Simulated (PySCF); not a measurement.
# Os²⁺ (osmium, charge +2) across methods

[Xe] 4f14 5d5 6p1, high-spin 7P determinant (an excited configuration). Calculation: PySCF 2.14, in aug-cc-pVTZ-PP with one added diffuse shell each of s, p, d, f, g type with ECP60MDF (7s7p6d4f3g, 113 functions); scalar relativity through the core potential.

| method | E (hartree) | mean ε 5p β (eV) | mean ε 5d α (eV) | mean ε 6p α (eV) | Σ⟨r²⟩ (bohr²) | ⟨S²⟩ |
| --- | --- | --- | --- | --- | --- | --- |
| UHF | -88.99324 | -78.278 | -34.446 | -18.251 | 38.84 | 12.002 |
| PW91 | -89.6304 | -70.125 | -28.048 | -16.156 | 38.32 | 12.001 |
| M06-2X | -89.4258 | -74.822 | -31.280 | -17.687 | 38.24 | 12.000 |
| PBE | -89.5907 | -70.034 | -27.991 | -16.089 | 38.34 | 12.001 |
| r2SCAN | -89.6197 | -70.742 | -28.496 | -16.173 | 38.20 | 12.001 |
| LDA | -89.3624 | -70.021 | -28.020 | -16.259 | 38.43 | 12.000 |

Problem. Estimate the same row for PBE0.

Solution. E (hartree) = -89.5659; mean ε 5p β (eV) = -72.439; mean ε 5d α (eV) = -29.786; mean ε 6p α (eV) = -16.724; Σ⟨r²⟩ (bohr²) = 38.35; ⟨S²⟩ = 12.001.

Energies and moments cover only the electrons outside the core potential. Spin-orbit coupling, absent here, splits the open shell strongly.
